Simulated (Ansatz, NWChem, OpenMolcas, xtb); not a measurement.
**Loss of F2: SiHF3 → SiHF + F2**

Species: SiHF3 `F[SiH](F)F`, singlet; SiHF `F[SiH]`, singlet; F2 (fluorine), singlet. 

Shapes, held fixed at every level: PBE0-D4/def2-TZVP. Programs: Ansatz 0.2.0, NWChem 7.3.0, OpenMolcas 26.06, xtb 6.7.1. A level may come from different programs for different species; with the same settings they agree closely. Electronic energies: no zero-point or thermal term.

```tsv
level	kind	ΔE (kJ/mol)
GFN0-xTB	semi-empirical	+642.2
HF/STO-3G	Hartree–Fock	+557.4
HF/3-21G	Hartree–Fock	+915.7
HF/def2-SVP	Hartree–Fock	+1059.0
PBE0/def2-SVP	global hybrid	+994.6
B3LYP/6-31G* (spherical functions)	global hybrid	+993.7
```

B3LYP/6-31G* (spherical functions) gives ΔE = +993.7 kJ/mol; the levels span +557.4 to +1059.0. GFN0-xTB strays far from the other rows. The median of the levels is +954.7. No measured value is set beside it here. Rows in sets without polarisation functions are far from converged.
